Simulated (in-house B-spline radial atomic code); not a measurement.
Results of a calculation; reference values are marked as such.
# Weak and strong correlation along the adiabatic connection

Two-electron singlets in several external potentials (atomic units), by full CI in B-splines with partial waves to l = 8 (correlation energies up to 0.6 % small). The repulsion is scaled by λ at fixed density; W(λ) is the mean repulsion less the Hartree energy, W(0) = E_x, and the area under W from 0 to 1 is E_xc.

Relative drop (W(λ) − E_x)/E_x:

```csv
system,λ = 0.12,λ = 0.25,λ = 0.4,λ = 0.6,λ = 0.8,λ = 1
"ω²r²/2 − Z/r, ω = 0.638, Z = -1",0.0267,0.0522,0.0778,0.1067,0.1307,0.1509
"ω²r²/2 − Z/r, ω = 0.0594, Z = 2",0.0110,0.0222,0.0345,0.0496,0.0636,0.0765
"−Z exp(−kr)/r, Z = 1.56, k = 0.272",0.0169,0.0338,0.0516,0.0729,0.0918,0.1087
"ω²r²/2 − Z/r, ω = 0.255, Z = -1",0.0482,0.0899,0.1276,0.1654,0.1936,0.2151
"−Z/r, Z = 10",0.0018,0.0038,0.0061,0.0091,0.0120,0.0149
"ω²r²/2 − Z/r, ω = 0.596, Z = 3",0.0065,0.0134,0.0210,0.0308,0.0400,0.0488
"−V exp(−r²/w²), V = 0.813, w = 6.27",0.0388,0.0732,0.1052,0.1388,0.1648,0.1856
```

(1) Order the systems by how far second-order (GL2) theory, half the initial slope (estimated from the first points of each curve), overshoots the correlation energy, least first.
A. −Z/r, Z = 10
B. ω²r²/2 − Z/r, ω = 0.638, Z = -1
C. −V exp(−r²/w²), V = 0.813, w = 6.27
D. ω²r²/2 − Z/r, ω = 0.0594, Z = 2
E. ω²r²/2 − Z/r, ω = 0.255, Z = -1
F. −Z exp(−kr)/r, Z = 1.56, k = 0.272
G. ω²r²/2 − Z/r, ω = 0.596, Z = 3

(2) What else changes along this order?

Results:

(1) A (GL2/E_c = 1.03), G (GL2/E_c = 1.09), D (GL2/E_c = 1.15), F (GL2/E_c = 1.23), B (GL2/E_c = 1.35), C (GL2/E_c = 1.57), E (GL2/E_c = 1.66).

(2) The ratio follows the bend of the curve. With it the leading natural occupation goes from 2.000 to 1.840 and −T_c/E_c from 0.98 to 0.59 between the first and the last.
